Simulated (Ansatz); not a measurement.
Basis-set extrapolation for `FC/C=C/C(F)F` (PBE0-D4/def2-TZVP geometry, frozen core, Ansatz 0.2.0). Multiplicity 1, RHF reference.

```json
{"": "HF", "def2-TZVPP": "-452.866512", "def2-QZVPP": "-452.886130"}
{"": "MP2 correlation", "def2-TZVPP": "-1.389816", "def2-QZVPP": "-1.504738"}
{"": "CCSD(T) correlation", "def2-TZVPP": "-1.473134", "def2-QZVPP": "not run"}
```

Energies in hartree. Use E(X) = E(∞) + A·exp(−7.88·√X) for Hartree–Fock and E(X) = E(∞) + B·X^(−2.97) for correlation, with X = 3 and 4, and add CCSD(T) minus MP2 of the smaller set to the MP2 limit.

What is the CCSD(T) energy at the basis-set limit?

HF limit: -452.886130 + (-0.019618) × 0.13774 = -452.88883. MP2 limit: -1.504738 + (-0.114922) × 0.74074 = -1.58987. Higher-order term: -1.473134 − (-1.389816) = -0.08332. Total: -454.56202 hartree, 583.8 kJ/mol below CCSD(T)/def2-TZVPP.
